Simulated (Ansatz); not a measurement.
`[BH2][AlH][O][SiH3]` + CH₃OH → `[BH2][AlH][O]C` + silanol at 500 K and 1 bar (ligand exchange at the Al–O bond).

Computed with Ansatz on PBE0-D4/def2-TZVP structures; ΔE is electronic, products minus reactants. CCSD(T)/CBS adds triple-zeta CCSD(T) − MP2 to the extrapolated MP2 energy (def2 sets, frozen cores). This one scheme is used for every species. Each species was taken in one conformer, which may not be the lowest.

| species | CCSD(T)/CBS energy (Eh) | H − E (kJ/mol) | S (J/(mol·K)) |
| --- | --- | --- | --- |
| `[BH2][AlH][O][SiH3]` | -634.71196 | 196.7 | 454.0 |
| CH₃OH | -115.61712 | 157.0 | 265.4 |
| `[BH2][AlH][O]C` | -383.62766 | 224.2 | 405.9 |
| `O[SiH3]` | -366.69042 | 127.5 | 292.9 |

H − E and S are ideal-gas, rigid-rotor, harmonic terms from PBE0-D4/def2-TZVP, for one conformer and one mirror image of each species. 1 Eh = 2625.50 kJ/mol, R = 8.31446 J/(mol·K).

By hand: ΔE, ΔH, ΔS and ΔG.

ΔE = (-383.62766) + (-366.69042) − (-634.71196) − (-115.61712) = 0.01100 Eh = 28.9 kJ/mol. Δ(H − E) = 224.2 + 127.5 − 196.7 − 157.0 = -2.0, so ΔH = 26.9 kJ/mol. ΔS = 405.9 + 292.9 − 454.0 − 265.4 = -20.6 J/(mol·K). ΔG = 26.9 − 500 × (-20.6)/1000 = 37.2 kJ/mol.

By hand: the equilibrium constant, and the temperature at which ΔG would vanish if ΔH and ΔS stayed fixed.

log₁₀ K = −ΔG/(RT ln 10) = -3.9. ΔH and −TΔS have one sign here, so there is no such temperature.

TΔS isn't small against ΔH here. A doubt of 5 kJ/mol in ΔE shifts log₁₀ K by 0.5 here. Other conformers and mirror images would add mixing entropy, several J/(mol·K) or more a flexible species. Modes under 60 cm⁻¹, often nearly free rotors, make the harmonic entropy too high. These are equilibria of isolated gas molecules and say nothing of rates. Largest T1 diagnostic: 0.012 (customary marks: 0.02 for closed shells, 0.045 for open ones).
